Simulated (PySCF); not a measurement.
# Molecular orbitals of CsP

r²SCAN0 at R = 3.291 Å; basis Cs def2-TZVPP with ECP46, P def2-TZVPP; scalar-relativistic core potentials; PySCF 2.14. State: ³Σ⁻ (triplet), unpaired electrons π ↑↑. Only the outer orbitals are listed, counted within each symmetry, core potentials removing the inner ones.

| spin | orbital | occ. | ε (eV) | on Cs (%) | main shells (%) |
| --- | --- | --- | --- | --- | --- |
| α | 4σ | 1 | -29.91 | 100 | 100 Cs s |
| α | 2π | 1 | -15.31 | 100 | 100 Cs p |
| α | 2π | 1 | -15.31 | 100 | 100 Cs p |
| α | 5σ | 1 | -15.29 | 86 | 86 Cs p, 13 P s |
| α | 6σ | 1 | -13.67 | 15 | 85 P s, 13 Cs p |
| α | 3π | 1 | -5.08 | 4 | 96 P p |
| α | 3π | 1 | -5.08 | 4 | 96 P p |
| α | 7σ | 1 | -4.05 | 10 | 90 P p |
| α | 8σ | 0 | -0.91 | 98 | 83 Cs s, 14 Cs p |
| α | 4π | 0 | 0.06 | 100 | 78 Cs p, 22 Cs d |
| α | 4π | 0 | 0.06 | 100 | 78 Cs p, 22 Cs d |
| β | 4σ | 1 | -29.91 | 100 | 100 Cs s |
| β | 2π | 1 | -15.30 | 100 | 100 Cs p |
| β | 2π | 1 | -15.30 | 100 | 100 Cs p |
| β | 5σ | 1 | -15.17 | 97 | 97 Cs p |
| β | 6σ | 1 | -11.00 | 5 | 95 P s |
| β | 7σ | 1 | -3.47 | 14 | 86 P p, 8 Cs s |
| β | 8σ | 0 | -0.85 | 96 | 83 Cs s, 11 Cs p |
| β | 3π | 0 | -0.65 | 28 | 71 P p, 20 Cs d, 9 Cs p |
| β | 3π | 0 | -0.65 | 28 | 71 P p, 20 Cs d, 9 Cs p |

Question: Which are the highest filled and the lowest empty level, where do they sit, and how wide is the gap?

Answer: Highest filled β 7σ at -3.47 eV (in %: 86 P p, 8 Cs s); lowest empty α 8σ at -0.91 eV (in %: 83 Cs s, 14 Cs p); the gap at r²SCAN0 is 2.56 eV.

| Item | Value |
| --- | --- |
| bond order (Mayer) | 0.60 |
| ⟨S²⟩ | 2.012 |
| charge on Cs (Mulliken, basis-dependent) | 0.67 |
| charge on Cs (Löwdin, basis-dependent) | 0.41 |
| dipole moment (positive dipole means Cs(−)P(+)) | -10.57 D |

Spin–orbit coupling is left out. The state was picked by a PBE0 search and need not be the measured ground state.
